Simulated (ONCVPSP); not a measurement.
# u(r) = r·R(r): atom against pseudo-atom (Ni)

Columns: radius, all-electron u(r) and pseudo u(r) of the 3s shell (level -111.06 eV) of nickel in the configuration [Ne] 3s2 3p6 3d8 4s2; PBE, scalar-relativistic, ONCV scheme, ONCVPSP 4.0.1.

| r (bohr) | all-electron | pseudo |
| --- | --- | --- |
| 0.068 | 0.0289 | 0.1765 |
| 0.135 | -0.6163 | 0.3489 |
| 0.202 | -0.6231 | 0.5176 |
| 0.270 | -0.2230 | 0.6814 |
| 0.338 | 0.2811 | 0.8324 |
| 0.405 | 0.7142 | 0.9625 |
| 0.473 | 1.0292 | 1.0688 |
| 0.540 | 1.2126 | 1.1423 |
| 0.608 | 1.2917 | 1.1819 |
| 0.675 | 1.2907 | 1.1853 |
| 0.742 | 1.2370 | 1.1558 |
| 0.810 | 1.1495 | 1.0969 |
| 0.878 | 1.0447 | 1.0160 |
| 0.945 | 0.9353 | 0.9224 |
| 1.013 | 0.8253 | 0.8210 |
| 1.080 | 0.7223 | 0.7214 |
| 1.148 | 0.6259 | 0.6257 |
| 1.215 | 0.5400 | 0.5399 |
| 1.283 | 0.4623 | 0.4622 |
| 1.350 | 0.3950 | 0.3949 |
| 1.418 | 0.3355 | 0.3354 |
| 1.485 | 0.2847 | 0.2846 |
| 1.553 | 0.2403 | 0.2402 |
| 1.620 | 0.2030 | 0.2029 |
| 1.688 | 0.1706 | 0.1705 |
| 1.755 | 0.1435 | 0.1435 |

**Question.** How many radial nodes do the two functions have?

**Answer.** The all-electron 3s function has n − l − 1 = 2; the pseudo-wave has 0, since the states of the same l below it are removed with the core.

**Question.** At about which radius was the pseudo-wave matched?

**Answer.** 1.20 bohr, where the columns begin to agree (steps of 0.07 bohr).

**Question.** Is the pseudo-wave norm-conserving?

**Answer.** Yes: the ONCV scheme keeps the norm inside the radius equal to the all-electron one, which fixes the energy derivative of the logarithmic derivative at the level.
